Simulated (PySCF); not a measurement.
Compound: C5H6BFO.
Structure used (PBE0-D3(BJ)/def2-SVP), in Å, numbered top down from 1:
```
atom  x, y, z in Å
C1    -1.1096    1.3767   -0.5112
B2    -0.4664    0.0501    0.0155
C3    -1.3113   -1.2238    0.3543
C4     1.0713   -0.0272    0.1553
C5     2.2634    0.1209    0.7471
F6     2.7821    0.5573    1.8650
C7     2.3352   -0.4382   -0.5283
O8     2.8403   -0.9094   -1.5031
H9    -0.4511    1.9929   -1.1396
H10   -2.0749    1.2199   -1.0154
H11   -1.3257    1.9749    0.3970
H12   -1.2968   -1.8379   -0.5686
H13   -0.8906   -1.8564    1.1492
H14   -2.3674   -1.0018    0.5664
```

Computed, not measured: PySCF, PBE0-D3(BJ)/def2-SVP geometry optimisation, gas phase.

Take the most abundant isotopes and a rigid rotor. The values belong to one conformer with, in the numbering `[CH3:1][B:2]([CH3:3])[c:4]1[c:5]([F:6])[c:7]1=[O:8]`, C1–B2–C4–C5 86°.

(1) What are A, B and C (MHz)?

(2) Classify the top.

(3) What does the inertial defect say?

(4) List the rotational levels J(Ka,Kc) to J = 3 (cm⁻¹).

(5) Which lines would a microwave search look for?

Answers

(1) Ia = 196.22, Ib = 398.82, Ic = 469.03 u·Å²; 505379 MHz·u·Å²/I gives A = 2576, B = 1267, C = 1078 MHz.

(2) An asymmetric top; Ray's κ = -0.747.

(3) Not planar: Δ = Ic − Ia − Ib = -126.01 u·Å². For a rigid frame Δ = −2 Σ m c², so Σ m c² = 63.01 u·Å² lies off the ab plane: 18.13 from hydrogen and 44.88 from heavier atoms. The atom farthest from that plane is 2.25 Å away.

(4) Above 0(0,0):
J = 1: 1(0,1) 0.0782, 1(1,1) 0.1219, 1(1,0) 0.1282
J = 2: 2(0,2) 0.2340, 2(1,2) 0.2719, 2(1,1) 0.2909, 2(2,1) 0.4219, 2(2,0) 0.4225
J = 3: 3(0,3) 0.4661, 3(1,3) 0.4967, 3(1,2) 0.5346, 3(2,2) 0.6565, 3(2,1) 0.6596, 3(3,1) 0.8909, 3(3,0) 0.8909
Those of J = 1 are B + C, A + C and A + B.

(5) The dipole components are |μa| = 3.01 D, |μb| = 2.17 D, |μc| = 0.18 D. The squared components, which scale the intensities, stand as 1.00 : 0.52 : 0.00 (a : b : c). Some lines, for components of 0.1 D or more:

| type | branch | J(Ka,Kc) | MHz | lower level (cm⁻¹) |
| --- | --- | --- | --- | --- |
| a | Q | 2(1,1) ← 2(1,2) | 569 | 0.272 |
| c | Q | 3(1,3) ← 3(0,3) | 917 | 0.466 |
| c | Q | 3(2,2) ← 3(1,2) | 3653 | 0.535 |
| b | Q | 2(2,1) ← 2(1,2) | 4494 | 0.272 |
| a | R | 2(1,1) ← 1(1,0) | 4879 | 0.128 |
| b | Q | 4(2,3) ← 4(1,4) | 5190 | 0.796 |
| a | R | 3(1,3) ← 2(1,2) | 6738 | 0.272 |
| c | Q | 4(3,2) ← 4(2,2) | 6802 | 0.978 |
| b | Q | 4(3,2) ← 4(2,3) | 7078 | 0.969 |
| c | R | 2(2,1) ← 1(1,1) | 8994 | 0.122 |
| b | R | 3(3,0) ← 2(2,1) | 14063 | 0.422 |

Stationary, but not proved a minimum. Zero-point vibration and centrifugal distortion are left out. A rigid rotor knows nothing of internal rotation, which can split or shift real lines. Quadrupole hyperfine structure (11B) is left out.
